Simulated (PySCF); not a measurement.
AsH₅Si, SMILES [SiH3][AsH2].

Geometry optimised at PBE0-D3(BJ)/def2-TZVP.

Level of theory: TDA-PBE0/def2-SVPD in PySCF 2.14.0.

Vertical excitations. The molecule is in vacuum. State labels are in the subgroup Cs.

Computed excitation energies, oscillator strengths and character:
```tsv
state	symmetry	energy (eV)	λ (nm)	f	main pairs
S1	A'	6.41	193	0.059	HOMO→LUMO+1 86 %
S2	A"	6.54	190	0.016	HOMO→LUMO+2 94 %
S3	A'	6.73	184	0.257	HOMO→LUMO 76 %
S4	A"	7.31	170	0.008	HOMO→LUMO+4 93 %
S5	A'	7.33	169	0.015	HOMO→LUMO+3 87 %
S6	A'	7.77	160	0.009	HOMO−1→LUMO+1 46 %, HOMO−1→LUMO 45 %
S7	A'	7.90	157	0.234	HOMO−1→LUMO+1 40 %, HOMO→LUMO+5 33 %, HOMO−1→LUMO 20 %
S8	A"	8.07	154	0.046	HOMO−1→LUMO+2 66 %, HOMO−2→LUMO 20 %
S9	A'	8.20	151	0.123	HOMO→LUMO+5 56 %, HOMO−1→LUMO 16 %
S10	A"	8.38	148	0.004	HOMO−2→LUMO 39 %, HOMO−2→LUMO+1 26 %, HOMO−1→LUMO+4 22 %, HOMO−1→LUMO+2 9 %
T1	A'	5.43	229	0	HOMO→LUMO 88 %
T2	A"	5.63	220	0	HOMO→LUMO+2 93 %
T3	A'	6.01	206	0	HOMO→LUMO+1 93 %
T4	A"	6.87	181	0	HOMO→LUMO+4 72 %, HOMO−1→LUMO+2 18 %
```
Triplets are in the Tamm–Dancoff approximation.
